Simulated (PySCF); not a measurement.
A structure optimised at PBE-D3(BJ)/def2-SVP, used in a PySCF frequency run:

```
Si
Cl 1 2.0575
Cl 1 2.0575 2 108.94
Br 1 2.2151 2 109.49 3 119.71
Br 1 2.2151 2 109.49 3 -119.71
```

Task: Write its SMILES, formula and point group.

Result: Cl[Si](Cl)(Br)Br, Br2Cl2Si, C2v

Task: What are its rotational constants (standard atomic weights)?

Result: 1.0020, 0.69760, 0.60796 GHz
